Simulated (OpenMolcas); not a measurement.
**Ti I: terms and fine structure**

| Item | Value |
| --- | --- |
| Program | OpenMolcas |
| Method | CASSCF |
| Basis | ANO-RCC-VQZP [7s6p4d3f2g1h] |
| Scalar Hamiltonian | DKH2, point nucleus |
| Active space | 4 electrons in 11 orbitals (3d 4s 4d) |
| State averaging | 2S+1 = 3 even, 48 roots; 2S+1 = 5 even, 10 roots kept (CI in the orbitals of an earlier block); 2S+1 = 1 even, 42 roots kept (CI in the orbitals of an earlier block, 23 in the spin-orbit step) |
| Spin-orbit coupling | RASSI with atomic mean-field integrals over the reference wave functions, term energies averaged over their components |

With spin-orbit coupling, above the lowest level:

```csv
Configuration,Term,J,E (cm⁻¹),Measured (cm⁻¹),Term weight %,Second
3d² 4s²,³F,2,0.0,0.0,100,
3d² 4s²,³F,3,189,170,100,
3d² 4s²,³F,4,436,387,100,
3d³ 4s,⁵F,1,2536,6557,100,
3d³ 4s,⁵F,2,2583,6599,100,
3d³ 4s,⁵F,3,2653,6661,100,
3d³ 4s,⁵F,4,2746,6743,100,
3d³ 4s,⁵F,5,2861,6843,100,
3d² 4s²,¹D,2,9424,7255,89,11 ³P
3d² 4s²,³P,0,9712,8437,100,
3d² 4s²,³P,1,9766,8492,100,
3d² 4s²,³P,2,9930,8602,89,11 ¹D
3d³ 4s,³F,2,11109,11532,100,
3d³ 4s,³F,3,11223,11640,100,
3d³ 4s,³F,4,11375,11777,100,
3d³ 4s,⁵P,1,12006,,100,
3d³ 4s,⁵P,2,12060,,100,
3d³ 4s,⁵P,3,12141,,100,
3d³ 4s,³G,3,13838,,100,
3d³ 4s,³G,4,13856,,63,37 3d² 4s² ¹G
3d² 4s²,¹G,4,13947,12118,62,37 3d³ 4s ³G
3d³ 4s,³G,5,13958,,100,
```

Against the 15 measured excited levels shown (NIST Handbook of Basic Atomic Spectroscopic Data) the mean absolute deviation is 1900 cm-1; the largest miss in energy is 3d³ 4s ⁵F₁: computed 2536, measured 6557 cm⁻¹ (-61.3 %).

Spin-orbit coupling puts the lowest level 251 cm⁻¹ below the lowest spin-free term.

For ³F the intervals divided by the larger J are 63.0, 61.7 cm-1. Landé's interval rule makes them equal in pure LS coupling; they differ by 2 % of their mean. The multiplet is regular.

Some high roots are left out of the spin-orbit mixing, which shifts the levels that they would mix with. Without dynamic correlation excited terms often stand tens of per cent too high (terms of higher spin than the ground term too low), and those without a measured partner can miss by more than the paired ones. Some levels mix across a computed gap that differs much from the measured one, so their mixing is not that of the real levels. Terms from blocks run as CI alone lack orbitals of their own. Active for correlation alone: 4d; no level in the range computed is led by a configuration that fills it, so any true level of that kind is missing. Measured partners are found by configuration, term and J. A level has none where our copy of the source lacks it or the pairing is in doubt (some pairs that miss far off the trend of their configuration count as doubtful), and it then counts in no deviation. Levels of configurations outside the active space are missing. The first state left out of the spin-orbit step lies near 21000 cm-1 above the lowest spin-free state of the reference (among the parities and spins computed), and the list stops at four fifths of that energy or lower.

The term weight is that of the spin-free term in the level, not the purity of its configuration.
